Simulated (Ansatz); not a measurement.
A run for Ansatz (an electronic-structure program): R-PBE0/def2-TZVPP on GeH4O (SMILES [OH][GeH3]), a point of a torsion scan.

Ansatz 0.2 input:
```yaml
crystal:
  periodic: [false, false, false]
  atoms:
    - {symbol: O, position_ang: [1.17980473, -0.42458912, -0.38824004]}
    - {symbol: Ge, position_ang: [-0.45023680, 0.01043133, 0.02806443]}
    - {symbol: H, position_ang: [1.89578232, 0.06286438, 0.01013876]}
    - {symbol: H, position_ang: [-0.42463504, 1.15035355, 1.00365152]}
    - {symbol: H, position_ang: [-1.07316277, -1.20886713, 0.62778179]}
    - {symbol: H, position_ang: [-1.12260068, 0.39821311, -1.24947016]}
basis:
  gaussian:
    orbitals: def2-TZVPP
hamiltonian:
  xc: {name: PBE0}
scf: {lower_state_search: off}
```

**Question.** Predict the final total energy.

**Answer.** -2154.3242 hartree.
